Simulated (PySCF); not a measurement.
dibromo(difluoro)methane (CBr2F2), SMILES FC(F)(Br)Br. Heavy atoms are numbered as in [F:1][C:2]([F:3])([Br:4])[Br:5].

Geometry: PBE-D3(BJ)/def2-SVP.

Level of theory: B3LYP/pcSseg-1 (PySCF).

GIAO shieldings, no solvent; atoms alike by connectivity are averaged. δ = σ(ref) − σ: ¹⁹F against CFCl3 (σ = 161.7 ppm); ¹³C against TMS (σ = 181.3 ppm), references at their B3LYP-D3(BJ)/def2-TZVP geometries, non-relativistic (without spin–orbit terms, shifts of atoms bonded to Cl or Br come out too high).

| nucleus | atoms | count | δ (ppm) |
|---|---|---|---|
| ¹⁹F | F1 | 2 | 12.3 |
| ¹³C | C2 | 1 | 164.3 |
